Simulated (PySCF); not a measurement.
LDA on Ca⁻ (calcium, charge -1), [Ar] 3d1 4s2, 2D determinant. Computed with PySCF 2.14 in def2-TZVPPD (6s5p3d, 36 functions), with the non-relativistic Hamiltonian (point nucleus).

```
cycle= 1 E= -675.667993343394  delta_E= -0.00731  |g|= 0.0465  |ddm|= 0.693
cycle= 2 E= -675.666338608832  delta_E= 0.00165  |g|= 0.0736  |ddm|= 0.451
cycle= 3 E= -675.670161961904  delta_E= -0.00382  |g|= 0.00546  |ddm|= 0.219
cycle= 4 E= -675.670197088122  delta_E= -3.51e-05  |g|= 0.000487  |ddm|= 0.0348
cycle= 5 E= -675.67019747816  delta_E= -3.9e-07  |g|= 5.33e-05  |ddm|= 0.00347
cycle= 6 E= -675.670197484925  delta_E= -6.77e-09  |g|= 2.17e-06  |ddm|= 0.000483
cycle= 7 E= -675.670197484945  delta_E= -2.02e-11  |g|= 5.86e-07  |ddm|= 1.94e-05
converged SCF energy = -675.670197484945  <S^2> = 0.75576295  2S+1 = 2.0057547
```

Highest occupied orbital energy: 3.922 eV; ⟨L²⟩ = 6.02; populations by l: s 8.00, p 12.00, d 1.00.

Problem. Can this result be used?

Solution. With care. The run converged. The configuration of this anion was assumed by filling the next shell in order. It is not the known or likely ground configuration (Ca⁻, Sr⁻ and Ba⁻, for instance, bind a p electron), so these values are not the electron affinity of the element. At LDA the highest occupied level has a positive energy, so only the finite basis holds that electron.
